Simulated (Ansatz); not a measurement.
Consider the ligand exchange at a Cd–C bond: `C[CH2][Cd][F]` + `O[SiH3]` → `[F][Cd][O][SiH3]` + `CC`.

Gas-phase electronic energies from Ansatz, PBE0-D4/def2-TZVP geometries. CBS: MP2 limit from def2 TZ/QZ plus the TZ coupled-cluster correction, frozen cores. This one scheme is used for every species. Functionals use def2-TZVPP. HSE06 is defined as in plane-wave codes. def2 core potentials past Kr. For Cd outer-core shells are correlated without core-valence functions, which leaves a few kJ/mol of doubt a bond. One conformer a species, not always the lowest.

```tsv
level	ΔE (kJ/mol)
PBE0-D4	-28.7
HSE06-D4	-28.4
ωB97X-V	-41.3
r2SCAN0	-34.2
HF/def2-TZVPP	-63.4
SCS-MP2/def2-TZVPP	-34.9
CCSD/def2-TZVPP	-37.9
MP2/CBS(def2)	-26.0
```

Q: What does CCSD(T)/CBS give? (An estimate is asked.)

A: The calculation gave: -35.2 kJ/mol. The listed levels differ from it by 6.5, 6.8, -6.1, 1.0, -28.2, 0.3, -2.7, 9.2 kJ/mol.

Q: What do rigid-rotor, harmonic-oscillator terms from PBE0-D4/def2-TZVP frequencies (298.15 K, 1 bar) make of the CCSD(T)/CBS value? (Best estimate.)

A: Computed: ΔZPE = +1.0 kJ/mol, ΔH = -33.6 kJ/mol, ΔS = -6 J/(mol·K), ΔG = -31.7 kJ/mol. Modes under 50 cm⁻¹ make the entropy rough.

Largest T1 diagnostic among the species: 0.016.

From PBE to PBE0 (25 % exact exchange), in def2-TZVPP and without D4, ΔE moves by −5.1 kJ/mol. At CCSD(T), def2-SVP lies −13.8 kJ/mol from the extrapolated value and def2-TZVPP +0.7 kJ/mol. Leaving LDA and LC-ωPBE aside and taking each functional with its dispersion term where it has one, the values, not all of them listed here, spread over 21.0 kJ/mol, from B97M-V to PBE-D4. LDA lies +12.1 kJ/mol from PBE without D4.
